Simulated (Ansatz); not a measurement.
**Reading a saddle point**

A first-order saddle point of GeNH7O, singlet, PBE0-D4/def2-TZVP, with one imaginary mode of 706i cm⁻¹:

```
10
angstrom
Ge -0.4292 0.3368 -0.7910
O 0.0458 1.0747 1.1897
H -0.5123 -0.6038 -2.0602
H -1.9108 0.4322 -0.3828
H 0.3345 1.5582 -1.3117
H 0.5497 -0.1869 1.0888
N 0.6973 -0.9575 0.2453
H -0.6988 1.2831 1.7562
H 0.2813 -1.8716 0.3667
H 1.6424 -1.0652 -0.1012
```

Ansatz 0.2.0; basis: def2-TZVPP and def2-QZVPP; cores frozen in the correlated methods. Filled d shells of the heavier atoms are correlated. The def2 sets are not built for correlating such inner shells, so the correlated values are less sure here. Extrapolation: Hartree–Fock as exp(−7.88 √X), correlation as X^−2.97.

Task: Which contacts change along the imaginary mode, and what lies on either side? (A judgement: the text doesn't fix the answer.)

Result: By the calculation: The step is GeH₄O ([OH][GeH3]) + NH₃ → GeNH₅ ([NH2][GeH3]) + H₂O, with the molecules in contact on both sides. Shortening one way: Ge1–N7, O2–H6; lengthening the same way: Ge1–O2, H6–N7.
```
  pair  one side (Å)  saddle (Å)  other side (Å)
Ge1–N7          3.05        2.00            1.86
 O2–H6          2.21        1.36            0.98
Ge1–O2          1.80        2.17            3.62
 H6–N7          1.01        1.15            1.94
```

Task: Which side is lower, and how far does the saddle lie above each? (An estimate is asked for; the value comes from the calculation.)

Result: Computed: The side with Ge1–O2, H6–N7 short is lower by 11.1 kJ/mol; the saddle lies 131.1 kJ/mol above it and 120.0 kJ/mol above the other (CCSD(T) at an estimated basis limit (MP2 extrapolated from triple and quadruple zeta, plus CCSD(T) − MP2 in triple zeta); electronic energies).

T1 diagnostic: at most 0.012.

Labels in which every atom is bracketed show which atoms are joined, not bond orders.

For scale, one of the runs: CCSD(T)/def2-TZVPP, 208 basis functions (an equivalent command: `ansatz run in.yaml --threads 4`). The run took 78 s on 4 CPU threads (shared host), with 2.9 GiB of host memory at its peak.
